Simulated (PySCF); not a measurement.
BiF3, SMILES [F][Bi]([F])[F]. Geometry optimised at PBE0-D3(BJ)/def2-SVP. The isomer is the one that the SMILES or the coordinates give; other isomers of the formula were not compared. The def2 effective core potentials stand for the cores of Bi; spin–orbit coupling is left out.

Computed equilibrium geometry at PBE0-D3(BJ)/def2-SVP (PySCF confirms it by a frequency run) as a Z-matrix, and its point group:
point group C3v.
```
Bi
F 1 2.0162
F 1 2.0162 2 95.73
F 1 2.0162 2 95.73 3 -96.37
```
